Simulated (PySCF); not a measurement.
Spectrum to structure. Level of theory: PySCF 2.14.0, density-fitted response routines, TDDFT CAM-B3LYP/def2-SVPD, vertical, gas phase, core orbitals frozen in the response. Geometries: GFN2-xTB, one conformer each.

```tsv
state	E (eV)	λ (nm)	f
S1	4.29	289.1	0.343
S2	5.85	211.9	0.0000
S3	6.15	201.5	0.0000
S4	6.21	199.7	0.015
S5	6.48	191.3	0.0000
S6	6.76	183.4	0.182
S7	6.78	182.9	0.0001
S8	6.95	178.4	0.0004
```

Triplets computed (Tamm–Dancoff): 2.38, 4.33, 5.57 eV.

Orbital energies (eV): HOMO-3 -11.69, HOMO-2 -11.37, HOMO-1 -11.20, HOMO -8.84, LUMO -1.98, LUMO+1 0.68, LUMO+2 0.77.

**Question.** Which structure fits? All have the formula C7H4N2.
A. `N#CC/C=C1C=C/1C#N`
B. `C#CC#C[C@@H](C#N)N=C`
C. `N#CC1=CC=C(C#N)C1`

**Answer.** C. Its S1 lies at 4.29 eV; the nearest of the others has S1 at 4.69 eV. S1 is HOMO→LUMO (97%). Löwdin shares by element: HOMO carbon 60% or more (atoms not listed hold the other 40%); LUMO carbon 58% or more (atoms not listed hold the other 42%). At the same level the other candidates give, for their lowest levels:
- `C#CC#C[C@@H](C#N)N=C`: 4.69 eV (f 0.000); 4.92 eV (f 0.004); 4.96 eV (f 0.000); 5.08 eV (f 0.001); 6.79 eV (f 0.013); T1 3.85 eV; HOMO -9.09, LUMO -0.40 eV
- `N#CC/C=C1C=C/1C#N`: 3.81 eV (f 0.069); 5.15 eV (f 0.000); 5.81 eV (f 0.001); 6.40 eV (f 0.009); 6.47 eV (f 0.005); T1 2.58 eV; HOMO -8.47, LUMO -1.71 eV
